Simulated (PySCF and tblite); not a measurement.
The numbers below are computed, except where a source is named.
**Conformers and averaged properties: C6H8O, numbered as in [CH2:1]=[CH:2][C:3]1=[CH:4][CH2:5][CH2:6][O:7]1**

Conformers came from 60 starts (ETKDG and KDG, MMFF94s, GFN2-xTB); geometries are GFN2-xTB. Energies: B3LYP-D3(BJ)/def2-SVP (IEF-PCM, methanol), with GFN2-xTB thermal terms (modes under about 100 cm⁻¹ blended into free rotors). Symmetry numbers and mirror images are counted. Conformers within 2.5 kcal/mol (GFN2-xTB free energy) were kept, 4 at most. GIAO shieldings: B97-2/pcSseg-1 (IEF-PCM, methanol). Couplings: B3LYP/6-31G* with pcJ-1 on H (gas phase; spin-dipole term only for pairs with B, N, F, Si or P). Couplings are for ¹H; a prime marks the second kind of pair between the same two sets of atoms. H–H couplings come out 0.1 to 0.9 Hz lower than with pcJ-1 on all atoms. Shifts are against TMS (¹H), TMS (¹³C) at the same level; of two unlike H on one atom, a is the less shielded. Run with PySCF (density fitting) and tblite.

Torsions listed: C1–C2–C3–O7. The 5-ring runs over atoms 3–4–5–6–7.

```json
{"conformer": "1", "shape": "5-ring flat; 0°", "symmetry": "Cs", "E(GFN2) kcal/mol": "0.00", "E(DFT) kcal/mol": "0.00", "G(298.15 K) kcal/mol": "0.00", "weight %": "99.3", "dipole D": "1.77"}
{"conformer": "2", "shape": "5-ring flat; 180°", "symmetry": "Cs", "E(GFN2) kcal/mol": "0.47", "E(DFT) kcal/mol": "3.04", "G(298.15 K) kcal/mol": "2.96", "weight %": "0.7", "dipole D": "1.48"}
```

Weights (%) against temperature:

```csv
T (K),1,2,S(mix) cal/mol/K
250,99.7,0.3,0.04
298.15,99.3,0.7,0.08
350,98.6,1.4,0.15
```

Averaged shifts at 298.15 K. ¹H: 6.55 (H2, 1H), 5.65 (H1a, 1H), 5.53 (H1b, 1H), 5.37 (H4, 1H), 4.72 (H6, 2H), 3.12 (H5, 2H) ppm. ¹³C: 161.1 (C3), 132.0 (C2), 119.9 (C1), 108.2 (C4), 71.9 (C6), 36.2 (C5) ppm.

Averaged couplings (Hz): ²J(H1a,H1b) 0.2, ³J(H1a,H2) 16.9, ³J(H1b,H2) 12.0, ³J(H4,H5) 3.9, ²J(H5,H5) -18.1, ³J(H5,H6) 7.8, ³J(H5,H6′) 14.6, ²J(H6,H6) -10.0.

Coordinates of conformer 1 (Å):

```xyz
15

C     2.635    0.476   -0.631
C     1.779   -0.485   -0.304
C     0.385   -0.248    0.002
C    -0.550   -1.141    0.348
C    -1.858   -0.442    0.571
C    -1.469    1.022    0.286
O    -0.085    1.038   -0.056
H     2.318    1.503   -0.681
H     3.667    0.267   -0.853
H     2.084   -1.520   -0.248
H    -0.416   -2.198    0.458
H    -2.632   -0.801   -0.111
H    -2.224   -0.578    1.591
H    -1.609    1.667    1.159
H    -2.029    1.446   -0.553
```

Coordinates of conformer 2 (Å):

```xyz
15

C     2.773    0.088   -0.325
C     1.723   -0.724   -0.318
C     0.343   -0.302   -0.202
C    -0.200    0.915   -0.083
C    -1.693    0.797    0.000
C    -1.882   -0.729   -0.096
O    -0.588   -1.311   -0.216
H     2.669    1.156   -0.241
H     3.776   -0.292   -0.416
H     1.850   -1.795   -0.402
H     0.319    1.851   -0.048
H    -2.081    1.200    0.939
H    -2.187    1.325   -0.818
H    -2.468   -1.023   -0.972
H    -2.360   -1.147    0.797
```

Shifts are unscaled: against experiment ¹³C can be off by 15 ppm or more and ¹H by 0.8 ppm.

Search and properties took 93 s on 1 thread of Arm Neoverse V1, on a host shared with other jobs (rough), launched as `OMP_NUM_THREADS=1 python ens_run.py task.json out`.
